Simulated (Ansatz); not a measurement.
NbTe₂⁺, relaxed as a singlet with RKS r2SCAN-D4/def2-TZVP in Ansatz, starting from the GFN1-xTB geometry. Force threshold 0.02 eV/Å.

In the def2 sets Nb, Te take a core potential; there is no spin–orbit coupling. The relaxation made no stability test and no search for a lower SCF solution. At r2SCAN-D4/def2-TZVP a triplet of charge 1 lies 0.12 eV below the restricted singlet, each at its own geometry. The structure comes from a short search, and lower isomers may exist.

Start:

Cartesian coordinates in Å:
```
Nb -0.5785 0.9002 0.1664
Te 1.0096 0.3217 -1.7542
Te -0.4311 -1.2219 1.5878
```

(1) Estimate the energy that the relaxation releases and the steps that it takes.

(2) Does the start keep its bonding and symmetry?

(3) Predict the relaxed structure.

Answers

(1) 0.21 eV, in 4 steps; 8.5 s on 4 threads of Arm Neoverse V2 on a shared host. No frequencies were taken in this run, so the end may be a saddle point.

(2) By distances, no bond broke or formed. The bond that changes most is Nb1–Te3, from 2.56 to 2.46 Å (atoms count from 1). Point group C2v at the start, C2v at the end, both within 0.05 Å.

(3) 
```csv
atom,x (Å),y (Å),z (Å)
Nb1,-0.5269,0.8199,0.1516
Te2,0.9788,0.3565,-1.7351
Te3,-0.4519,-1.1764,1.5835
```
Bond lengths: 2 × Nb–Te 2.46 Å.
